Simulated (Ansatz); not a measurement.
Ideal-gas functions of `N[Si@@H]1S[Si@]1(F)Cl` at 600 K and 1 bar, from an Ansatz frequency run at PBE0-D4/def2-TZVP.

Molar mass 159.72 g/mol, point group C1 (symmetry number 1), electronic degeneracy 1, moments of inertia 242.919, 451.933, 529.484 u Å². Harmonic wavenumbers (cm⁻¹, unscaled): 79, 121, 166, 226, 232, 243, 254, 352, 362, 437, 535, 633, 656, 739, 897, 903, 949, 1574, 2259, 3611, 3712.

Use S(trans) = R[1.5 ln M + 2.5 ln T − 1.1517]; rotational temperatures θ = 24.2544 K / I; S(rot) = R[ln(√π/σ · √(T³/θAθBθC)) + 1.5]; for each mode x = 1.438777 ν̃/T, S = R[x/(eˣ − 1) − ln(1 − e⁻ˣ)] and H = RT x/(eˣ − 1); 1 cm⁻¹ = 0.0119627 kJ/mol; R = 8.31446 J/(mol·K).

Problem. By hand: the entropy, in J/(mol·K).

Solution. Translation 186.7. Rotation: θ = 0.0998, 0.0537, 0.0458 K, giving 131.6. Vibration, mode by mode: 22.16, 18.63, 16.03, 13.51, 13.30, 12.92, 12.56, 9.97, 9.75, 8.30, 6.79, 5.60, 5.36, 4.57, 3.38, 3.35, 3.07, 0.93, 0.24, 0.01, 0.01, in all 170.4. Electronic 0.0. Sum 488.7 J/(mol·K).

Problem. By hand: H − E and G − E in kJ/mol, counted from the electronic energy.

Solution. Zero-point energy ½ × 18940 × 0.0119627 = 113.3; thermal vibration 49.9; translation, rotation and pV give 4 RT = 20.0. H − E = 183.2 kJ/mol, and G − E = 183.2 − 600 × 488.7/1000 = -110.0 kJ/mol.

Vibration gives 35 % of the entropy, 40.8 J/(mol·K) of it from the modes under 150 cm⁻¹: soft modes count most, and the harmonic formula is weakest for them. The sum counts one conformer and one mirror image; others add a mixing term.
